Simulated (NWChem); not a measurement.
System: GeHI, singlet; SMILES [GeH][I]

Input file for NWChem:

```
start job
memory heap 200 mb stack 900 mb global 1100 mb
geometry units angstroms noautoz
  Ge     0.009320    -1.574646     0.000000
  H     -1.587125    -1.658784     0.000000
  I      0.003659     0.975864     0.000000
end
basis spherical
  * library def2-svp
end
ecp
  I library def2-ecp
end
dft
  xc pbe0
  iterations 150
  vectors input atomic output neutral.movecs
end
task dft energy
charge 1
dft
  odft
  mult 2
  vectors input atomic output cation.movecs
end
task dft energy
```

NWChem printed, in part:

```
             Northwest Computational Chemistry Package (NWChem) 7.3.0
             --------------------------------------------------------

 CS  symmetry detected

                             Geometry "geometry" -> ""
                             -------------------------

 Output coordinates in angstroms (scale by  1.889725989 to convert to a.u.)

  No.       Tag          Charge          X              Y              Z
 ---- ---------------- ---------- -------------- -------------- --------------
    1 Ge                  32.0000     0.03255573    -1.57066500     0.00000000
    2 H                    1.0000    -1.56329095    -1.66547644     0.00000000
    3 I                   53.0000     0.00983976     0.97975012     0.00000000

 Effective nuclear repulsion energy (a.u.)     371.5888276460

      Symmetry information
      --------------------

 Group name             Cs
 Group number              2
 Group order               2
 No. of unique centers     3

                                 NWChem DFT Module
                                 -----------------

 Summary of "ao basis" -> "ao basis" (spherical)
 ------------------------------------------------------------------------------
       Tag                 Description            Shells   Functions and Types
 ---------------- ------------------------------  ------  ---------------------
 Ge                         def2-svp                12       32   5s4p3d
 H                          def2-svp                 3        5   2s1p
 I                          def2-svp                10       26   4s4p2d

      Symmetry analysis of basis
      --------------------------

        a'         44
        a"         19

            General Information
            -------------------
          SCF calculation type: DFT
          Wavefunction type:  closed shell.
          No. of atoms     :     3
          No. of electrons :    58
           Alpha electrons :    29
            Beta electrons :    29
          Charge           :     0
          Spin multiplicity:     1
          Use of symmetry is: on ; symmetry adaption is: on
          Maximum number of iterations: 150
          AO basis - number of functions:    63
                     number of shells:    25
          Convergence on energy requested:  1.00D-06
          Convergence on density requested:  1.00D-05
          Convergence on gradient requested:  5.00D-04

              XC Information
              --------------
                         PBE0 Method XC Functional
                     Hartree-Fock (Exact) Exchange  0.250
          PerdewBurkeErnzerhof Exchange Functional  0.750
            Perdew 1991 LDA Correlation Functional  1.000 local
           PerdewBurkeErnz. Correlation Functional  1.000 non-local

             Grid Information
             ----------------
          Grid used for XC integration:  medium
          Radial quadrature: Mura-Knowles
          Angular quadrature: Lebedev.
          Tag              B.-S. Rad. Rad. Pts. Rad. Cut. Ang. Pts.
          ---              ---------- --------- --------- ---------
          Ge                  1.25      112           9.0       590
          H                   0.35       45          10.0       434
          I                   1.40      123          10.0       590
          Grid pruning is: on
          Number of quadrature shells:   280
          Spatial weights used:  Erf1

      Superposition of Atomic Density Guess
      -------------------------------------

 Sum of atomic energies:       -2422.66988925

      Non-variational initial energy
      ------------------------------

 Total energy =   -2372.298290
 1-e energy   =   -3773.946814
 2-e energy   =    1220.774784
 HOMO         =      -0.234517
 LUMO         =      -0.069879

      Symmetry analysis of molecular orbitals - initial
      -------------------------------------------------

  Numbering of irreducible representations:

     1 a'          2 a"

  Orbital symmetries:

     1 a'          2 a'          3 a'          4 a'          5 a"
     6 a'          7 a'          8 a'          9 a'         10 a"
    11 a'         12 a'         13 a"         14 a'         15 a'
    16 a"         17 a'         18 a"         19 a'         20 a'
    21 a'         22 a"         23 a"         24 a'         25 a'
    26 a'         27 a"         28 a'         29 a'         30 a"
    31 a'         32 a'         33 a'         34 a'         35 a'
    36 a'         37 a"         38 a'         39 a"

   convergence    iter        energy       DeltaE   RMS-Dens  Diis-err
 ---------------- ----- ----------------- --------- --------- ---------
 d= 0,ls=0.0,diis     1  -2374.7647809888 -2.56D+03  1.91D-02  1.83D-01
 d= 0,ls=0.0,diis     2  -2374.7342401558  3.05D-02  1.19D-02  2.99D-01
 d= 0,ls=0.0,diis     3  -2374.7990501593 -6.48D-02  2.28D-03  2.25D-02
 d= 0,ls=0.0,diis     4  -2374.8020124092 -2.96D-03  3.14D-04  1.06D-03
 d= 0,ls=0.0,diis     5  -2374.8020935938 -8.12D-05  1.17D-04  3.26D-05
  Resetting Diis
 d= 0,ls=0.0,diis     6  -2374.8020970726 -3.48D-06  3.37D-05  3.54D-06
 d= 0,ls=0.0,diis     7  -2374.8020974483 -3.76D-07  1.09D-05  1.20D-07
 d= 0,ls=0.0,diis     8  -2374.8020974596 -1.14D-08  5.72D-06  8.51D-08

         Total DFT energy =    -2374.802097459647
      One electron energy =    -3773.648515322422
           Coulomb energy =     1319.353299059799
    Exchange-Corr. energy =     -101.380621273661
 Nuclear repulsion energy =      180.873740076637

 Numeric. integr. density =       58.000001915036

                  Occupations of the irreducible representations
                  ----------------------------------------------

                     irrep           alpha         beta
                     --------     --------     --------
                     a'               21.0         21.0
                     a"                8.0          8.0

[...]
```

Level: PBE0/def2-SVP with def2 effective core potentials on I, vertical spin-unrestricted ions. Low-valent species are run as closed-shell singlets; no triplet was tried in these runs. Geometry: optimised at PBE0/def2-SVP. No frequency run checked for a minimum. def2 effective core potentials on I; no spin-orbit coupling.
